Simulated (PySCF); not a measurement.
Radial density of Ta (tantalum, neutral)

UHF, [Xe] 4f14 5d2 6s2 6p1, one real determinant (an excited configuration). Calculation: PySCF 2.14, in ANO-RCC-VTZP (8s7p5d3f2g1h, 104 functions); scalar relativity by spin-free X2C-1e.

```json
{"r (bohr)": "0.0193", "4πr²ρ (e/bohr)": "90.76", "4πr²(ρα − ρβ)": "0.0006"}
{"r (bohr)": "0.0325", "4πr²ρ (e/bohr)": "97.27", "4πr²(ρα − ρβ)": "0.0033"}
{"r (bohr)": "0.0547", "4πr²ρ (e/bohr)": "133.5", "4πr²(ρα − ρβ)": "0.0186"}
{"r (bohr)": "0.0921", "4πr²ρ (e/bohr)": "104.9", "4πr²(ρα − ρβ)": "0.0637"}
{"r (bohr)": "0.155", "4πr²ρ (e/bohr)": "121.6", "4πr²(ρα − ρβ)": "0.0418"}
{"r (bohr)": "0.261", "4πr²ρ (e/bohr)": "67.95", "4πr²(ρα − ρβ)": "-0.0188"}
{"r (bohr)": "0.438", "4πr²ρ (e/bohr)": "73.69", "4πr²(ρα − ρβ)": "0.0931"}
{"r (bohr)": "0.737", "4πr²ρ (e/bohr)": "30.24", "4πr²(ρα − ρβ)": "0.0333"}
{"r (bohr)": "1.24", "4πr²ρ (e/bohr)": "11.77", "4πr²(ρα − ρβ)": "0.8977"}
{"r (bohr)": "2.09", "4πr²ρ (e/bohr)": "2.800", "4πr²(ρα − ρβ)": "0.9476"}
{"r (bohr)": "3.51", "4πr²ρ (e/bohr)": "1.127", "4πr²(ρα − ρβ)": "0.5927"}
{"r (bohr)": "5.90", "4πr²ρ (e/bohr)": "0.1430", "4πr²(ρα − ρβ)": "0.0821"}
{"r (bohr)": "9.92", "4πr²ρ (e/bohr)": "0.001149", "4πr²(ρα − ρβ)": "0.0007"}
```

Densities and radii are taken from the X2C orbitals without a picture-change correction, which distorts them close to the nucleus.

⟨L²⟩ = 15.44 against 20 for a pure G term, so this real determinant mixes terms. Spin-orbit coupling, absent here, splits the open shell strongly. ⟨S²⟩ = 4.34 against 3.75 shows spin contamination. The s, p, d and f populations moved away from the nominal configuration during the SCF.

(1) Where is the radial spin density 4πr²(ρα − ρβ) most negative, and why is it negative at all?

## Answers

(1) Around r = 0.261 bohr, down to -0.0188 e/bohr: exchange with the open shell polarises the paired shells in an unrestricted calculation.
